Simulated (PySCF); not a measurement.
A GIAO shielding run with PySCF 2.14 (density fitting, non-relativistic, gas phase) on SMILES C[S][Zn-2]([S]C)([S]C)[S]C, [C4H12S4Zn]2-:

```
{"job": {"kind": "nmr", "xc": "PBE0", "basis": "pcSseg-1"}, "charge": -2, "multiplicity": 1}
C     -2.085891     0.256130    -1.560425
S     -0.671130     1.383976    -1.362905
Zn     0.962000    -0.205609    -0.559086
S      0.921718    -0.076694     1.861231
C     -0.751716     0.597660     2.098762
S      0.309073    -2.401689    -1.260408
C     -0.666985    -2.862295     0.205764
S      3.136568     0.454009    -1.235789
C      3.017697     2.104225    -0.473146
H     -2.671590     0.156949    -0.626329
H     -2.777173     0.619128    -2.345743
H     -1.724564    -0.751394    -1.837964
H     -1.511042    -0.201939     2.195188
H     -0.806288     1.217845     3.014477
H     -1.024265     1.219239     1.225069
H     -0.686626    -3.961417     0.337526
H     -0.231123    -2.397730     1.109024
H     -1.715842    -2.519032     0.126073
H      4.016690     2.576364    -0.394111
H      2.371063     2.782922    -1.058977
H      2.582573     2.025478     0.538775
```

Hardware: 1 thread of an Arm Neoverse V2, shared host. The job also computes population analyses, field gradients.

(1) How large is the calculation?

(2) How long does it take?

Answers

(1) 132 electrons, 269 basis functions and 1545 auxiliary functions.

(2) 100 s of wall time, with 12 SCF cycles and 5 response iterations. Times on a shared host scatter by some tens of per cent.
